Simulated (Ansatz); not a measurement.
`[OH][Sn][F]` + CH₃SH → `C[S][Sn][OH]` + H–F at 600 K and 1 bar (ligand exchange at the Sn–F bond).

Program: Ansatz. Geometries: PBE0-D4/def2-TZVP. ΔE: electronic, gas phase. CCSD(T)/CBS is the MP2 limit (def2-TZVPP, def2-QZVPP) plus CCSD(T) − MP2 in def2-TZVPP, frozen cores. This one scheme is used for every species. Elements past krypton have def2 core potentials. For Sn outer-core shells are correlated without core-valence functions, which leaves a few kJ/mol of doubt a bond. One conformer a species, not always the lowest.

```csv
species,CCSD(T)/CBS energy (Eh),H − E (kJ/mol),S (J/(mol·K))
`[OH][Sn][F]`,-389.66871,71.4,338.3
CH₃SH,-438.22835,152.3,296.8
`C[S][Sn][OH]`,-727.49807,189.5,427.3
H–F,-100.39570,42.3,194.0
```

H − E and S are ideal-gas, rigid-rotor, harmonic terms from PBE0-D4/def2-TZVP, for one conformer and one mirror image of each species. 1 Eh = 2625.50 kJ/mol, R = 8.31446 J/(mol·K).

Question: By hand: ΔE, ΔH, ΔS and ΔG.

Answer: ΔE = (-727.49807) + (-100.39570) − (-389.66871) − (-438.22835) = 0.00329 Eh = 8.6 kJ/mol. Δ(H − E) = 189.5 + 42.3 − 71.4 − 152.3 = 8.1, so ΔH = 16.7 kJ/mol. ΔS = 427.3 + 194.0 − 338.3 − 296.8 = -13.8 J/(mol·K). ΔG = 16.7 − 600 × (-13.8)/1000 = 25.0 kJ/mol.

Question: By hand: the equilibrium constant, and the temperature at which ΔG would vanish if ΔH and ΔS stayed fixed.

Answer: log₁₀ K = −ΔG/(RT ln 10) = -2.2. ΔH and −TΔS have one sign here, so there is no such temperature.

TΔS isn't small against ΔH here. A doubt of 5 kJ/mol in ΔE shifts log₁₀ K by 0.4 here. Other conformers and mirror images would add mixing entropy, several J/(mol·K) or more a flexible species. These are equilibria of isolated gas molecules and say nothing of rates. Largest T1 diagnostic: 0.018 (customary marks: 0.02 for closed shells, 0.045 for open ones).
